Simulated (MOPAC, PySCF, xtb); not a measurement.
Noncovalent pair: NH3 (SMILES N) (first 4 atoms) with C2H6O (SMILES CCO); geometry from B3LYP-D3(BJ)/def2-TZVP, rigid monomers moved along the line of their centres of mass till N1···H13 is 1.77 Å.
(charge 0, multiplicity 1):
```xyz
13

N      0.028    -0.066     0.461
H     -0.920    -0.345     0.235
H      0.275     0.703    -0.152
H      0.639    -0.844     0.240
C     -0.113    -1.254     4.029
C     -0.495     0.210     3.853
O      0.389     0.910     2.999
H     -0.785    -1.752     4.734
H      0.908    -1.337     4.406
H     -0.167    -1.787     3.077
H     -1.531     0.281     3.490
H     -0.462     0.721     4.818
H      0.282     0.560     2.094
```

Interaction energies are E(AB) − E(A) − E(B) at the monomers' geometry in the complex; basis-set methods are counterpoise corrected.

Rows in 6-31G* carry no dispersion term and start afresh at each structure (6-31G* with six Cartesian d functions). The state reached by AM1 isn't checked.

The values were computed with MOPAC for AM1 (differences of heats of formation); PySCF for 6-31G* rows; xtb for the GFN methods. Each number belongs to the level named beside it.

Task: One of these levels gives -30.3 kJ/mol for the interaction energy. Name it.
A. GFN2-xTB
B. HF/6-31G*
C. GFN1-xTB
D. AM1

Result: C, GFN1-xTB. The others give 6.8 (AM1), -21.8 (GFN2-xTB), -15.5 (HF/6-31G*)
